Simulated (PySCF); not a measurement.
Fe⁺ (iron, charge +1): UHF calculation

Configuration: [Ar] 3d6 4s1, high-spin 6D determinant. All numbers are calculated (PySCF 2.14, the non-relativistic Hamiltonian (point nucleus), in def2-TZVP (6s4p4d1f, 45 functions)).

```json
{"Total energy": "-1262.193370 hartree", "One-electron energy": "-1736.7406 hartree", "Hartree (Coulomb) energy": "528.8567 hartree", "Exchange energy": "-54.3095 hartree", "Kinetic energy": "1262.16992 hartree", "⟨S²⟩": "8.7526", "⟨L²⟩": "6.015", "Sum of ⟨r⟩": "18.13 bohr", "Sum of ⟨r²⟩": "25.32 bohr²", "Traceless quadrupole moment −½Σ⟨3z² − r²⟩ along its main axis": "0.342 e·bohr²", "Density at the nucleus (Gaussians lack the cusp)": "11600 bohr⁻³", "Spin density at the nucleus": "4.93 bohr⁻³", "Langevin diamagnetic susceptibility": "-20.1 ×10⁻⁶ cm³/mol", "Time after the integrals": "0.24 s of wall time on 1 thread of Intel(R) Xeon(R) Platinum 8488C (shared host)"}
```

```
shell  electrons  mean orbital energy (eV)  spread (eV)  rms radius, mean of both spins (bohr)
 1s α          1                   -7120.7            0                                 0.0685
 1s β          1                   -7120.5            0                                 0.0685
 2s α          1                   -878.98            0                                  0.292
 2s β          1                   -875.49            0                                  0.292
 2p α          3                   -755.89        0.951                                  0.262
 2p β          3                   -752.55        0.021                                  0.262
 3s α          1                   -126.64            0                                  0.880
 3s β          1                   -116.70            0                                  0.880
 3p α          3                   -88.766        2.083                                  0.940
 3p β          3                   -77.032        1.419                                  0.940
 3d α          5                   -26.950        2.411                                   1.21
 3d β          1                   -21.229            0                                   1.21
 4s α          1                   -15.228            0                                   3.01
```
